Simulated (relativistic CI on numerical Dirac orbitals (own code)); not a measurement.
## Cr⁵⁺: resonant inelastic scattering at the L2,3 edge

Computed with this model: Dirac-Coulomb-Breit CI, separate exchange-only KLI orbitals for each configuration, model QED (radiative potential, 1s self-energy scaled to tabulated hydrogen-like ionisation energies), valence Slater integrals scaled by 0.7, Kramers-Heisenberg scattering through one core-hole configuration in a parametric crystal field; configurations [Ar] 3d → [He] 2s2 2p5 3s2 3p6 3d2; 300 K; core-hole width 0.4 eV; summed over polarisations. Incident energies are the highest absorption maxima for each field (at most a few, so the weaker spin-orbit partner edge can be absent), on the computed scale of the free ion. Intensities are in per cent of the strongest line above 0.02 eV; levels within 1 cm⁻¹ are merged; final levels count from the ground level, the first row holds all elastic scattering, lines under 0.4 are left out and each table stops after 24 rows. The scale of the Slater integrals is a model choice and moves the terms in proportion.

Field parameters in Wybourne normalisation: Oh B⁴₀ = 21Dq, B⁴₄ = √(5/14) B⁴₀; Td as Oh with Dq negative (B⁴₀ = 21Dq, B⁴₄ = √(5/14) B⁴₀). The field is a parameter set, without covalency.

S is read from ⟨S²⟩ = S(S + 1).

Td, 10Dq = -15550 cm⁻¹:

```csv
Final level (eV),Degeneracy,Irrep,S,588.2 eV,588.9 eV,597 eV
0.000,4,Γ8,0.50,102.1,192.2,393.9
1.909,4,Γ8,0.50,7.2,9.1,100.0
1.974,2,Γ7,0.50,2.7,9.9,24.1
```

Oh, 10Dq = 31550 cm⁻¹:

| Final level (eV) | Degeneracy | Irrep | S | 590.1 eV | 596.4 eV | 598 eV |
| --- | --- | --- | --- | --- | --- | --- |
| 0.000 | 4 | Γ8 | 0.50 | 276.4 | 130.0 | 218.0 |
| 0.068 | 2 | Γ7 | 0.50 | 16.8 | 31.8 | 42.7 |
| 3.936 | 4 | Γ8 | 0.50 | 44.9 | 29.3 | 100.0 |

For the first field the strongest loss at the lowest incident energy is the level at 1.91 eV (S = 0.50, against 0.50 in the thermal ground state).
